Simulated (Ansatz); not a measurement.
Total energies of AlBr3 (`[Br][Al]([Br])[Br]`).

Z-matrix (Å, degrees):
```
Al
Br 1 2.229
Br 1 2.229 2 120.0
Br 1 2.229 2 120.0 3 180.0
```

The species carries charge 0 and has multiplicity 1. Correlated methods include outer-core shells of Br, which these sets cover unevenly. Scalar relativity is left out up to krypton. The geometry is a stationary point of PBE0-D4/def2-TZVP. Basis def2-TZVPP, Ansatz.

RPA on PBE orbitals: Hartree–Fock energy of these orbitals -7959.34270 Eh, correlation -1.31216 Eh (frozen core).

```csv
functional,energy without D4 (Eh),D4 term (kJ/mol)
LDA (SPW92),-7953.39408,–
PBE,-7963.81483,-16.1
revPBE,-7964.38988,-32.2
BLYP,-7965.18848,-33.1
PBE0,-7964.10873,-14.1
B3LYP,-7965.21524,-26.9
r2SCANh,-7965.04452,-3.9
HSE06 (plane-wave form),-7964.11655,-13.7
BHLYP,-7965.09475,-27.5
LC-ωPBE,-7963.96124,–
ωB97X-V,-7964.36684,–
ωB97M-V,-7964.67493,–
B2PLYP,-7963.85214,–
PBE-QIDH,-7963.09853,–
```

**Question.** Give the same for r2SCAN, B97M-V, r2SCAN0, CAM-B3LYP. (Best estimate.)

**Answer.** Ansatz gave: 
```csv
functional,energy without D4 (Eh),D4 term (kJ/mol)
r2SCAN,-7965.04744,-3.4
B97M-V,-7963.66772,–
r2SCAN0,-7965.04145,-4.5
CAM-B3LYP,-7965.49452,-15.2
```

B3LYP takes the VWN-RPA correlation (the form of Gaussian; ORCA's B3LYP/G). HSE06 is the plane-wave form, built on full-range PBE exchange. The double hybrids freeze the cores in their second-order part.

LC-ωPBE has ω = 0.4 bohr⁻¹.
